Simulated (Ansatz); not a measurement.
One change: `CO[SiH](C)[GeH3]` becomes `C[SiH](C)[GeH3]`.

Ansatz, PBE0-D4/def2-TZVP geometries, multiplicity 1. Each molecule was computed in one conformer, which needn't be the lowest.

Scalar relativity is left out up to krypton.

```csv
property,`CO[SiH](C)[GeH3]`
HOMO–LUMO gap (ωB97M-V/def2-TZVPP) / eV,11.47
HOMO energy (ωB97M-V/def2-TZVPP) / eV,-9.50
HOMO energy (PBE0/def2-TZVPP) / eV,-7.40
size of the dipole moment (PBE/def2-TZVPP) / D,0.66
HOMO energy (B3LYP/def2-TZVPP) / eV,-7.21
HOMO–LUMO gap (PBE0/def2-TZVPP) / eV,7.62
```

(1) What does the change do to each property? (An estimate is asked.)

## Answers

(1) Ansatz gave: 
```csv
property,`C[SiH](C)[GeH3]`,shift
HOMO–LUMO gap (ωB97M-V/def2-TZVPP) / eV,11.82,0.35
HOMO energy (ωB97M-V/def2-TZVPP) / eV,-9.72,-0.22
HOMO energy (PBE0/def2-TZVPP) / eV,-7.68,-0.28
size of the dipole moment (PBE/def2-TZVPP) / D,1.34,0.68
HOMO energy (B3LYP/def2-TZVPP) / eV,-7.49,-0.28
HOMO–LUMO gap (PBE0/def2-TZVPP) / eV,8.22,0.60
```

With PBE0 the HOMO falls by 0.28 eV and the LUMO rises by 0.32 eV, so the gap widens by about 0.60 eV. PBE moves the HOMO by -0.42 eV and ωB97M-V by -0.22 eV. Dipoles are sizes alone; their direction can turn.

B3LYP here is the variant with VWN-RPA as its local correlation; programs differ in this.
